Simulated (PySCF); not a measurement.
From a computed spectrum to the compound

A species of 5 atoms with charge -1 has these harmonic modes (PBE0, small Gaussian bases with core potentials, PySCF 2.14.0):

| cm⁻¹ | km/mol | symmetry |
| --- | --- | --- |
| 65 | 0.0 | e |
| 65 | 0.0 | e |
| 76 | 11.7 | t2 |
| 76 | 11.7 | t2 |
| 76 | 11.7 | t2 |
| 284 | 0.0 | a1 |
| 298 | 97.1 | t2 |
| 298 | 97.1 | t2 |
| 298 | 97.1 | t2 |

(1) Which species is it, and in which structure?

Results:

(1) [LaCl4]− (singlet):
```xyz
5

La    0.0000    0.0000    0.0000
Cl    1.5447    1.5447    1.5447
Cl   -1.5447   -1.5447    1.5447
Cl    1.5447   -1.5447   -1.5447
Cl   -1.5447    1.5447   -1.5447
```
Ideal gas at 298.15 K and 1 bar: S = 398.2 J/(mol K), Cp = 102.6 J/(mol K), H − H(0 K) = 24.8 kJ/mol (rigid rotor, harmonic modes, spin degeneracy alone). 
 The answer isn't unique; the calculation gave this one.
